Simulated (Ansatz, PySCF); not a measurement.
Ways to break one bond of CB(C)C:

A. CB(C)C [trimethylborane] -> [CH2]B(C)C + H atom
B. CB(C)C [trimethylborane] → C[B]C + [CH3] (CH3)

Quantity: bond dissociation energy (enthalpy at 298 K, with B3LYP-D3(BJ) rigid-rotor harmonic-oscillator terms), kcal/mol. Each molecule is optimised on its own at B3LYP-D3(BJ)/def2-TZVP (Ansatz, a quantum-chemistry and plane-wave program), one conformer each, not searched for the lowest. Frequencies are from Ansatz or PySCF. Valence correlation only, unless marked. Open shells are spin-unrestricted. Spin-orbit coupling is left out. No relativistic terms. CBS(X,Y): correlation extrapolated as X^-3; Hartree-Fock from the larger set. [CCSD(T)-MP2]/basis is that difference in the basis named.

|  | PBE-D3(BJ)/def2-TZVPD (Ansatz + dftd3) | TPSSh-D3(BJ)/def2-TZVPD (PySCF + dftd3) | TPSSh-D4/def2-TZVPD (PySCF + dftd4) | RI-MP2/CBS(cc-pVTZ,cc-pVQZ)+[CCSD(T)-MP2]/cc-pVTZ (Ansatz) |
|---|---|---|---|---|
| A | 93.1 | 93.6 | 93.6 | 96.5 |
| B | 101.0 | 96.4 | 96.6 | 103.7 |
